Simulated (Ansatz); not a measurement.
Molecule: SiCl2, net charge 0, singlet state. 
Coordinates optimised at B3LYP-D3(BJ)/def2-TZVP (Ansatz, an electronic-structure program):
```xyz
3

Si    -0.0165     0.0173     0.9364
Cl     1.0611     1.2272    -0.3899
Cl    -1.0475    -1.2415    -0.3813
```

Property: vertical triplet-singlet gap (E(triplet) - E(singlet); each state is the SCF solution reached for its spin; for the singlet the Hartree-Fock reference is unstable and T1 is 0.013), in kcal/mol. Cores are frozen in the correlated levels unless marked. Open shells are spin-unrestricted. No spin-orbit coupling. No relativistic terms. Basis-set limits of correlation are two-point, X^-3; Hartree-Fock from the larger set. [CCSD(T)-MP2]/basis is that difference in the basis named.

RI-MP2/CBS(aug-cc-pV(T+d)Z,aug-cc-pV(Q+d)Z)+[CCSD(T)-MP2]/aug-cc-pV(T+d)Z (Ansatz) gives 58.2 kcal/mol.

**Question.** Another calculation gave 56.9 kcal/mol. Which level was it?
A) wB97M-V/def2-TZVPD (Ansatz)
B) B3LYP/def2-TZVPD (Ansatz)
C) r2SCAN/def2-TZVPD (Ansatz)
D) PBE/def2-TZVPD (Ansatz)

**Answer.** B, B3LYP/def2-TZVPD (Ansatz). The others give 48.4 (r2SCAN), 53.7 (PBE), 62.6 (wB97M-V) kcal/mol.
